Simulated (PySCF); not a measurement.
Potential energy curve for OH (anion, charge -1), singlet.

Levels: RKS-wB97X-V = restricted wB97X-V/aug-cc-pVDZ run with PySCF 2.14.0; RHF/aug-cc-pVDZ (PySCF); NEVPT2 = SC-NEVPT2 on CASSCF(8,5)/aug-cc-pVDZ, all electrons correlated run with PySCF.

Energies are in mEh, each relative to the lowest point of its own curve near equilibrium.

```json
[
 {"R / Å": "0.73", "RKS-wB97X-V": "96.8", "RHF": "87.7", "NEVPT2": "109.4"},
 {"R / Å": "0.77", "RKS-wB97X-V": "59.8", "RHF": "52.2", "NEVPT2": "67.9"},
 {"R / Å": "0.83", "RKS-wB97X-V": "24.6", "RHF": "19.4", "NEVPT2": "29.1"},
 {"R / Å": "0.87", "RKS-wB97X-V": "11.1", "RHF": "7.6", "NEVPT2": "13.9"},
 {"R / Å": "0.91", "RKS-wB97X-V": "3.5", "RHF": "1.6", "NEVPT2": "5.0"},
 {"R / Å": "0.95", "RKS-wB97X-V": "0.3", "RHF": "0.0", "NEVPT2": "0.8"},
 {"R / Å": "0.97", "RKS-wB97X-V": "0.0", "RHF": "0.5", "NEVPT2": "0.1"},
 {"R / Å": "0.98", "RKS-wB97X-V": "0.1", "RHF": "1.1", "NEVPT2": "0.0"},
 {"R / Å": "1.02", "RKS-wB97X-V": "2.3", "RHF": "4.7", "NEVPT2": "1.5"},
 {"R / Å": "1.07", "RKS-wB97X-V": "7.7", "RHF": "12.0", "NEVPT2": "6.3"},
 {"R / Å": "1.12", "RKS-wB97X-V": "15.4", "RHF": "21.3", "NEVPT2": "13.5"},
 {"R / Å": "1.20", "RKS-wB97X-V": "30.3", "RHF": "38.4", "NEVPT2": "28.0"},
 {"R / Å": "1.31", "RKS-wB97X-V": "53.3", "RHF": "63.4", "NEVPT2": "50.1"},
 {"R / Å": "1.46", "RKS-wB97X-V": "84.7", "RHF": "95.6", "NEVPT2": "79.1"},
 {"R / Å": "1.60", "RKS-wB97X-V": "111.5", "RHF": "121.5", "NEVPT2": "102.3"},
 {"R / Å": "1.72", "RKS-wB97X-V": "131.9", "RHF": "140.0", "NEVPT2": "118.9"},
 {"R / Å": "1.94", "RKS-wB97X-V": "163.2", "RHF": "166.6", "NEVPT2": "142.4"},
 {"R / Å": "2.12", "RKS-wB97X-V": "183.5", "RHF": "182.6", "NEVPT2": "156.0"},
 {"R / Å": "2.39", "RKS-wB97X-V": "206.9", "RHF": "199.7", "NEVPT2": "—"},
 {"R / Å": "2.61", "RKS-wB97X-V": "221.2", "RHF": "209.4", "NEVPT2": "—"},
 {"R / Å": "2.87", "RKS-wB97X-V": "234.1", "RHF": "217.5", "NEVPT2": "—"},
 {"R / Å": "3.40", "RKS-wB97X-V": "251.3", "RHF": "227.3", "NEVPT2": "—"},
 {"R / Å": "3.85", "RKS-wB97X-V": "260.1", "RHF": "231.7", "NEVPT2": "—"}
]
```

At the longest distance, 3.85 Å, RKS-wB97X-V lies highest above its minimum (260.1 mEh) and RHF lowest (231.7 mEh).

Dashes: no converged value, or the column stops at the first point that the program doubted or that broke a chosen test of continuity, which isn't proof of a fault.

At the longest distance RKS-wB97X-V leaves fractional charges on the fragments, a sign of delocalisation error or of the restricted form. The restricted form behind RKS-wB97X-V, RHF keeps the bonding electrons paired and can't separate into open-shell fragments. Where the anion isn't bound against loss of the electron, the finite basis alone holds it. The natural occupations jump between 2.12 and 2.39 Å in the active space behind NEVPT2.
